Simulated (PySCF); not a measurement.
Species: [Y(H2O)6]3+ (charge +3 and singlet state).
Structure used (PBE0-D3(BJ)/def2-SVP), in Å, numbered top down from 1:
```
atom  x, y, z in Å
Y1     0.0021    0.0001    0.0024
O2     0.1213    0.1339    2.3116
H3     0.0764    0.9345    2.8693
H4     0.2196   -0.5974    2.9516
O5    -0.1342   -0.1300   -2.3070
H6    -0.1912    0.6047   -2.9481
H7    -0.1558   -0.9331   -2.8624
O8     2.3118    0.0897   -0.1428
H9     2.9570    0.1803    0.5850
H10    2.8636    0.0635   -0.9484
O11   -2.3084   -0.0990    0.1456
H12   -2.8600   -0.1010    0.9516
H13   -2.9537   -0.1646   -0.5846
O14   -0.1247    2.3115   -0.1040
H15   -0.9275    2.8676   -0.0960
H16    0.6088    2.9533   -0.1686
O17    0.1219   -2.3076    0.1232
H18   -0.6118   -2.9461    0.2135
H19    0.9221   -2.8668    0.0928
```

Computed with PySCF 2.14.0, PBE0-D3(BJ)/def2-SVP geometry optimisation, gas phase, def2 core potentials past Kr.

(1) Which atoms are bound to Y1, and at what distances?

(2) List the angles at Y1.

(3) What is the shape at Y1?

(4) What are the other bond lengths?

Results:

(1) 6 atoms: O17 2.314 Å, O8 2.316 Å, O2 2.316 Å, O5 2.317 Å, O11 2.317 Å, O14 2.317 Å. The nearest atom not counted as bound is H19, at 3.01 Å (others tie with it).

(2) 
```json
{"angle": "O8–Y1–O11", "degrees": "179.8", "distance of the outer atoms (Å)": "4.63"}
{"angle": "O14–Y1–O17", "degrees": "179.6", "distance of the outer atoms (Å)": "4.63"}
{"angle": "O2–Y1–O5", "degrees": "179.6", "distance of the outer atoms (Å)": "4.63"}
{"angle": "O8–Y1–O14", "degrees": "90.8", "distance of the outer atoms (Å)": "3.30"}
{"angle": "O2–Y1–O8", "degrees": "90.5", "distance of the outer atoms (Å)": "3.29"}
{"angle": "O5–Y1–O14", "degrees": "90.4", "distance of the outer atoms (Å)": "3.29"}
{"angle": "O11–Y1–O17", "degrees": "90.3", "distance of the outer atoms (Å)": "3.28"}
{"angle": "O2–Y1–O17", "degrees": "90.2", "distance of the outer atoms (Å)": "3.28"}
{"angle": "O5–Y1–O11", "degrees": "90.0", "distance of the outer atoms (Å)": "3.28"}
{"angle": "O5–Y1–O17", "degrees": "89.9", "distance of the outer atoms (Å)": "3.27"}
{"angle": "O5–Y1–O8", "degrees": "89.9", "distance of the outer atoms (Å)": "3.27"}
{"angle": "O2–Y1–O11", "degrees": "89.6", "distance of the outer atoms (Å)": "3.26"}
{"angle": "O2–Y1–O14", "degrees": "89.5", "distance of the outer atoms (Å)": "3.26"}
{"angle": "O11–Y1–O14", "degrees": "89.5", "distance of the outer atoms (Å)": "3.26"}
{"angle": "O8–Y1–O17", "degrees": "89.4", "distance of the outer atoms (Å)": "3.26"}
```

(3) Octahedral: the three widest angles are 179.8°, 179.6° and 179.6°, the others run from 89.4° to 90.8°.

(4) O2–H3 and 11 like bonds 0.977 Å.

Charge +3, singlet. The ion is multiply charged and computed without counter-ions or solvent. Stationary, but not proved a minimum.

Time: 5.3 min; peak memory 0.74 GiB. Hardware: an Intel Xeon Platinum 8259CL at 2.50 GHz with one thread (shared host). That covers the optimisation of the geometry.
